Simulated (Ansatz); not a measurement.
C2H7GeN can be A, `C[C](=N)[GeH3]`, or B, `C1[CH2][GeH2][NH]1`.

Calculated with Ansatz (gas phase, PBE0-D4/def2-TZVP geometries, no zero-point term in ΔE). CCSD(T)/CBS adds triple-zeta CCSD(T) − MP2 to the extrapolated MP2 energy (def2 sets, frozen cores). Functionals use def2-TZVPP. B3LYP here is the variant with VWN-RPA as its local correlation; programs differ in this. For Ge outer-core shells are correlated without core-valence functions, which leaves a few kJ/mol of doubt a bond. Scalar relativity is left out up to krypton. Each species was taken in one conformer, which may not be the lowest.

(1) Which isomer does CCSD(T)/CBS put lower? Give the gap. (An estimate is asked.)

(2) Give E(B) − E(A) in kJ/mol with B2PLYP, CCSD/def2-TZVPP, r2SCAN-D4, ωB97M-V, HF/def2-TZVPP, MP2/def2-TZVPP, B3LYP-D4. (Best estimate.)

Largest T1 diagnostic: 0.012.

## Answers

(1) Computed: B, by 12.9 kJ/mol.

(2) Computed: B2PLYP -3.1, CCSD/def2-TZVPP -10.7, r2SCAN-D4 -5.9, ωB97M-V -11.8, HF/def2-TZVPP 3.5, MP2/def2-TZVPP -21.3, B3LYP-D4 3.5. The order is the other way round with HF/def2-TZVPP, B3LYP-D4.

From PBE to PBE0 (25 % exact exchange), in def2-TZVPP and without D4, E(B) − E(A) moves by −12.4 kJ/mol. In def2-TZVPP, CCSD(T) changes the Hartree–Fock value by −12.5 kJ/mol (the triples alone add +1.7 kJ/mol) and MP2 by −24.8 kJ/mol.
